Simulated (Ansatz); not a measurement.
Consider the formal exchange of groups at the Si–F bond: `F[SiH]1[SiH2][Se]1` + fluoromethane → `FC[SiH]1[SiH2][Se]1` + H–F.

Calculated with Ansatz (gas phase, PBE0-D4/def2-TZVP geometries, no zero-point term in ΔE). CBS: MP2 limit from def2 TZ/QZ plus the TZ coupled-cluster correction, frozen cores. This one scheme is used for every species. Functionals use def2-TZVPP. B3LYP here is the variant with VWN-RPA as its local correlation; programs differ in this. For Se outer-core shells are correlated without core-valence functions, which leaves a few kJ/mol of doubt a bond. Scalar relativity is left out up to krypton. Each species was taken in one conformer, which may not be the lowest.

`F[SiH]1[SiH2][Se]1`:

Z-matrix (Å, degrees):
```
Si
Si 1 2.249
Se 1 2.260 2 61.8
F 1 1.596 2 121.1 3 105.9
H 1 1.476 2 126.6 3 -103.6
H 2 1.481 1 121.1 3 -101.7
H 2 1.482 1 123.6 3 101.1
```

`CF`:

```xyz
5

C    -0.040    0.039   -0.023
F     0.869   -0.851    0.500
H     0.153    1.032    0.390
H    -1.049   -0.283    0.243
H     0.067    0.063   -1.110
```

`FC[SiH]1[SiH2][Se]1`:

Z-matrix (Å, degrees):
```
C
Si 1 1.894
F 1 1.389 2 110.3
H 1 1.095 2 110.7 3 -119.8
H 1 1.094 2 110.4 3 120.4
Se 2 2.291 1 112.8 3 -169.8
Si 2 2.254 1 121.6 3 -101.1
H 2 1.482 1 112.1 3 57.0
H 7 1.482 2 121.4 1 2.4
H 7 1.481 2 122.4 1 157.4
```

H–F:

Cartesian coordinates in Å:
```
F -0.304 0.291 -0.185
H 0.304 -0.291 0.185
```

```tsv
level	ΔE (kJ/mol)	difference from CCSD(T)/CBS
PBE-D4	130.5	-8.8
r2SCAN-D4	144.6	5.3
PBE0-D4	133.2	-6.1
B3LYP-D4	144.3	5.0
ωB97X-V	143.6	4.3
ωB97M-V	142.3	3.0
B2PLYP	149.5	10.2
PBE	135.7	-3.6
r2SCAN	146.1	6.8
PBE0	137.8	-1.5
B3LYP	152.5	13.2
HF/def2-TZVPP	166.3	27.0
MP2/def2-TZVPP	139.6	0.3
SCS-MP2/def2-TZVPP	146.0	6.7
CCSD/def2-TZVPP	143.5	4.2
CCSD(T)/def2-TZVPP	139.8	0.5
HF/def2-QZVPP	168.7	29.4
MP2/def2-QZVPP	140.2	0.9
SCS-MP2/def2-QZVPP	146.4	7.1
HF/CBS(def2)	169.0	29.7
MP2/CBS(def2)	139.1	-0.2
CCSD/CBS(def2)	143.0	3.7
CCSD(T)/CBS	139.3	0
```

Largest T1 diagnostic among the species: 0.012.

In def2-TZVPP, CCSD(T) changes the Hartree–Fock value by −26.5 kJ/mol (the triples alone add −3.6 kJ/mol) and MP2 by −26.7 kJ/mol. The D4 term adds −8.2 kJ/mol with B3LYP and −4.7 kJ/mol with PBE0; it sums over pairs of atoms, weighted by their polarisabilities, and B3LYP, whose exchange is more repulsive, gets the larger term.
